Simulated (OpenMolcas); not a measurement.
A calculation on Ar III.

```
Program             : OpenMolcas
Method              : CASSCF
Basis               : ANO-RCC-VQZP [6s5p3d2f1g]
Scalar Hamiltonian  : DKH2, point nucleus
Active space        : 4 electrons in 3 orbitals (3p)
State averaging     : 2S+1 = 3 even, 3 roots; 2S+1 = 1 even, 6 roots
Spin-orbit coupling : RASSI with atomic mean-field integrals over the reference wave functions, term energies averaged over their components
```

Which level of the active space comes out lowest?

3s2 3p4 3P2, with 100 % of that term; it is also the measured ground level.

How high does 3s2 3p4 3P0 lie?

1492 cm-1 above the lowest level; measured 1570 cm-1 above the ground level, so the calculation is off by -5 %.

How high does 3s2 3p4 3P1 lie?

1039 cm-1 above the lowest level; measured 1112 cm-1 above the ground level, so the calculation is off by -7 %.

How high does 3s2 3p4 1S0 lie?

41522 cm-1 above the lowest level; measured 33266 cm-1 above the ground level, so the calculation is off by +25 %.

Measured values: Saloman, J. Phys. Chem. Ref. Data 39, 033101 (2010).

With the s shell closed, the reference lacks s² → p² mixing. Measured partners are found by configuration, term and J. A level has none where our copy of the source lacks it or the pairing is in doubt (some pairs that miss far off the trend of their configuration count as doubtful), and it then counts in no deviation. Levels of configurations outside the active space are missing.
